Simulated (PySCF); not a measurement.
PySCF input (BP86/def2-TZVPD):

```python
from pyscf import gto, scf, dft

mol = gto.M(
    atom='''
    O    -0.00000000   -0.00000000   -0.11564266
    H     0.00000000    0.00000000    0.92514126
    ''',
    basis='def2-tzvpd',
    charge=1,
    spin=2,
    symmetry='C2v',
    verbose=4,
)

mf = dft.UKS(mol, xc='bp86').density_fit(auxbasis='def2-universal-jkfit')
mf.grids.level = 3
mf.conv_tol = 1e-9
mf.max_cycle = 100
mf.max_memory = 1500
mf.kernel()
if not mf.converged:
    mf = mf.newton()
    mf.kernel(mf.make_rdm1())
mf.analyze()
```

End of the output:

```
Extra cycle  E= -75.2774188645924  delta_E= -9.95e-14  |g|= 2.1e-08  |ddm|= 9.29e-08
converged SCF energy = -75.2774188645924  <S^2> = 2.0042127  2S+1 = 3.0028071
**** SCF Summaries ****
Total Energy =                         -75.277418864592363
Nuclear Repulsion Energy =               4.067527952737779
One-electron Energy =                 -107.406560494210879
Two-electron Energy =                   28.061613676880746
Two-electron Coulomb Energy =           36.569403706697329
DFT Exchange-Correlation Energy =       -8.507790029816583
HOMO-LUMO gap [eV] =                     4.570323158750980
Wave-function symmetry = A2
alpha occupancy for each irrep:     A1   A2   B1   B2
                                     3    0    1    1
beta  occupancy for each irrep:     A1   A2   B1   B2
                                     3    0    0    0
**** MO energy ****
alpha MO #1 (A1 #1), energy= -19.4480430820871 occ= 1
alpha MO #2 (A1 #2), energy= -1.4609639247186 occ= 1
alpha MO #3 (A1 #3), energy= -0.913014566566183 occ= 1
alpha MO #4 (B1 #1), energy= -0.876173411059306 occ= 1
alpha MO #5 (B2 #1), energy= -0.876173411059305 occ= 1
alpha MO #6 (A1 #4), energy= -0.349542314047284 occ= 0
alpha MO #7 (A1 #5), energy= -0.154819296911619 occ= 0
alpha MO #8 (B1 #2), energy= -0.143881248718851 occ= 0
alpha MO #9 (B2 #2), energy= -0.143881248718852 occ= 0
alpha MO #10 (A1 #6), energy= -0.101540117426111 occ= 0
alpha MO #11 (B1 #3), energy= -0.0351945731866151 occ= 0
alpha MO #12 (B2 #3), energy= -0.0351945731866141 occ= 0
alpha MO #13 (A1 #7), energy= 6.40451918698659e-05 occ= 0
alpha MO #14 (A1 #8), energy= 0.0619477307449543 occ= 0
alpha MO #15 (A2 #1), energy= 0.0619477352396771 occ= 0
alpha MO #16 (A1 #9), energy= 0.139914461843397 occ= 0
alpha MO #17 (B1 #4), energy= 0.176712402851282 occ= 0
alpha MO #18 (B2 #4), energy= 0.176712402851284 occ= 0
alpha MO #19 (B1 #5), energy= 0.253851870190155 occ= 0
alpha MO #20 (B2 #5), energy= 0.253851870190159 occ= 0
alpha MO #21 (A1 #10), energy= 0.279693716604363 occ= 0
alpha MO #22 (A1 #11), energy= 0.338201827574203 occ= 0
alpha MO #23 (A1 #12), energy= 0.545140471604768 occ= 0
alpha MO #24 (B1 #6), energy= 1.02638251819024 occ= 0
alpha MO #25 (B2 #6), energy= 1.02638251819024 occ= 0
alpha MO #26 (A1 #13), energy= 1.11039547361144 occ= 0
alpha MO #27 (A2 #2), energy= 1.11039549424051 occ= 0
alpha MO #28 (A1 #14), energy= 1.20661797833569 occ= 0
alpha MO #29 (B1 #7), energy= 1.53372475141424 occ= 0
alpha MO #30 (B2 #7), energy= 1.53372475141424 occ= 0
alpha MO #31 (A1 #15), energy= 1.94636283203901 occ= 0
alpha MO #32 (B1 #8), energy= 2.04312810816782 occ= 0
alpha MO #33 (B2 #8), energy= 2.04312810816782 occ= 0
alpha MO #34 (A1 #16), energy= 2.14806429217912 occ= 0
alpha MO #35 (A1 #17), energy= 2.37189227656145 occ= 0
alpha MO #36 (A1 #18), energy= 3.07798475363423 occ= 0
alpha MO #37 (B1 #9), energy= 4.38985038403832 occ= 0
alpha MO #38 (B2 #9), energy= 4.38985038403832 occ= 0
alpha MO #39 (A2 #3), energy= 4.40213379549948 occ= 0
alpha MO #40 (A1 #19), energy= 4.40213399373695 occ= 0
alpha MO #41 (B1 #10), energy= 4.67161013468879 occ= 0
alpha MO #42 (B2 #10), energy= 4.67161013468879 occ= 0
alpha MO #43 (A1 #20), energy= 5.23774500334137 occ= 0
alpha MO #44 (A2 #4), energy= 5.53596135929732 occ= 0
alpha MO #45 (A1 #21), energy= 5.53596216772367 occ= 0
alpha MO #46 (B1 #11), energy= 5.70041233317688 occ= 0
alpha MO #47 (B2 #11), energy= 5.70041233317688 occ= 0
alpha MO #48 (A1 #22), energy= 6.18438286071585 occ= 0
alpha MO #49 (A1 #23), energy= 42.3263100401285 occ= 0
beta  MO #1 (A1 #1), energy= -19.3968590798783 occ= 1
beta  MO #2 (A1 #2), energy= -1.33636476055761 occ= 1
beta  MO #3 (A1 #3), energy= -0.867627308553509 occ= 1
beta  MO #4 (B1 #1), energy= -0.699671028950851 occ= 0
beta  MO #5 (B2 #1), energy= -0.69967102895085 occ= 0
beta  MO #6 (A1 #4), energy= -0.332326759202573 occ= 0
beta  MO #7 (A1 #5), energy= -0.142005559383229 occ= 0
beta  MO #8 (B1 #2), energy= -0.127309164465222 occ= 0
beta  MO #9 (B2 #2), energy= -0.127309164465221 occ= 0
beta  MO #10 (A1 #6), energy= -0.0987678389196276 occ= 0
beta  MO #11 (B1 #3), energy= -0.031784889841203 occ= 0
beta  MO #12 (B2 #3), energy= -0.0317848898412033 occ= 0
beta  MO #13 (A1 #7), energy= 0.00926814833172784 occ= 0
beta  MO #14 (A1 #8), energy= 0.0906079447995296 occ= 0
beta  MO #15 (A2 #1), energy= 0.0906113069609553 occ= 0
beta  MO #16 (A1 #9), energy= 0.146859086030112 occ= 0
beta  MO #17 (B1 #4), energy= 0.199439769307032 occ= 0
beta  MO #18 (B2 #4), energy= 0.199439769307034 occ= 0
beta  MO #19 (A1 #10), energy= 0.289844815884813 occ= 0
beta  MO #20 (B1 #5), energy= 0.296973605005475 occ= 0
beta  MO #21 (B2 #5), energy= 0.296973605005479 occ= 0
beta  MO #22 (A1 #11), energy= 0.357347331435108 occ= 0
beta  MO #23 (A1 #12), energy= 0.579009643494167 occ= 0
beta  MO #24 (B1 #6), energy= 1.0526931609854 occ= 0
beta  MO #25 (B2 #6), energy= 1.0526931609854 occ= 0
beta  MO #26 (A1 #13), energy= 1.23049674553981 occ= 0
beta  MO #27 (A2 #2), energy= 1.2304977268261 occ= 0
beta  MO #28 (A1 #14), energy= 1.24122792450733 occ= 0
beta  MO #29 (B1 #7), energy= 1.57050673784464 occ= 0
beta  MO #30 (B2 #7), energy= 1.57050673784464 occ= 0
beta  MO #31 (A1 #15), energy= 1.96498054071159 occ= 0
beta  MO #32 (A1 #16), energy= 2.15525910711809 occ= 0
beta  MO #33 (B1 #8), energy= 2.18690311199377 occ= 0
beta  MO #34 (B2 #8), energy= 2.18690311199377 occ= 0
beta  MO #35 (A1 #17), energy= 2.45887291173054 occ= 0
beta  MO #36 (A1 #18), energy= 3.14366269282844 occ= 0
beta  MO #37 (A2 #3), energy= 4.51575891458339 occ= 0
beta  MO #38 (A1 #19), energy= 4.51576140919833 occ= 0
beta  MO #39 (B1 #9), energy= 4.57383271401885 occ= 0
beta  MO #40 (B2 #9), energy= 4.57383271401885 occ= 0
beta  MO #41 (B1 #10), energy= 4.75711541622053 occ= 0
beta  MO #42 (B2 #10), energy= 4.75711541622053 occ= 0
beta  MO #43 (A1 #20), energy= 5.32475646413932 occ= 0
beta  MO #44 (A1 #21), energy= 5.77850509048334 occ= 0
beta  MO #45 (A2 #4), energy= 5.77851286011366 occ= 0
beta  MO #46 (B1 #11), energy= 5.81931643311862 occ= 0
beta  MO #47 (B2 #11), energy= 5.81931643311862 occ= 0
beta  MO #48 (A1 #22), energy= 6.2597929377915 occ= 0
beta  MO #49 (A1 #23), energy= 42.3949130392829 occ= 0
 ** Mulliken pop alpha/beta on meta-lowdin orthogonal AOs **
 ** Mulliken pop       alpha | beta **
pop of  0 O 1s        0.99996 | 0.99998
pop of  0 O 2s        0.94116 | 0.92490
pop of  0 O 3s        0.00146 | 0.00100
pop of  0 O 4s        0.00021 | 0.00038
pop of  0 O 5s        0.00003 | 0.00007
pop of  0 O 6s        0.00000 | 0.00000
pop of  0 O 2px       0.98803 | 0.00000
pop of  0 O 2py       0.98803 | 0.00000
pop of  0 O 2pz       0.81270 | 0.78772
pop of  0 O 3px       0.00821 | 0.00000
pop of  0 O 3py       0.00821 | 0.00000
pop of  0 O 3pz       0.00703 | 0.00553
pop of  0 O 4px       0.00001 | 0.00000
pop of  0 O 4py       0.00001 | 0.00000
pop of  0 O 4pz       0.00033 | 0.00039
pop of  0 O 5px       0.00000 | 0.00000
pop of  0 O 5py       0.00000 | 0.00000
pop of  0 O 5pz       0.00002 | 0.00003
pop of  0 O 3dxy      0.00000 | 0.00000
pop of  0 O 3dyz      0.00133 | 0.00000
pop of  0 O 3dz^2     0.00458 | 0.00463
pop of  0 O 3dxz      0.00133 | 0.00000
pop of  0 O 3dx2-y2    0.00000 | 0.00000
pop of  0 O 4dxy      0.00000 | 0.00000
pop of  0 O 4dyz      0.00027 | 0.00000
pop of  0 O 4dz^2     0.00063 | 0.00046
pop of  0 O 4dxz      0.00027 | 0.00000
pop of  0 O 4dx2-y2    0.00000 | 0.00000
pop of  0 O 5dxy      0.00000 | 0.00000
pop of  0 O 5dyz      0.00007 | 0.00000
pop of  0 O 5dz^2     0.00003 | 0.00008
pop of  0 O 5dxz      0.00007 | 0.00000
pop of  0 O 5dx2-y2    0.00000 | 0.00000
pop of  0 O 4f-3      0.00000 | 0.00000
pop of  0 O 4f-2      0.00000 | 0.00000
pop of  0 O 4f-1      0.00000 | 0.00000
pop of  0 O 4f+0      0.00014 | 0.00042
pop of  0 O 4f+1      0.00000 | 0.00000
pop of  0 O 4f+2      0.00000 | 0.00000
pop of  0 O 4f+3      0.00000 | 0.00000
pop of  1 H 1s        0.21907 | 0.26059
pop of  1 H 2s        0.00738 | 0.00856
pop of  1 H 3s        0.00439 | 0.00454
pop of  1 H 2px       0.00005 | 0.00000
pop of  1 H 2py       0.00005 | 0.00000
pop of  1 H 2pz       0.00065 | 0.00058
pop of  1 H 3px       0.00202 | 0.00000
pop of  1 H 3py       0.00202 | 0.00000
pop of  1 H 3pz       0.00022 | 0.00014
In total             5.00000 | 3.00000
 ** Mulliken atomic charges   ( Nelec_alpha | Nelec_beta ) **
charge of  0O =      0.51027  (     4.76414      2.72559 )
charge of  1H =      0.48973  (     0.23586      0.27441 )

WARN: System has nonzero charge 1; the dipole moment is origin-dependent.
Location of origin: [0. 0. 0.]

Dipole moment(X, Y, Z, Debye):  0.00000,  0.00000,  1.97580
```
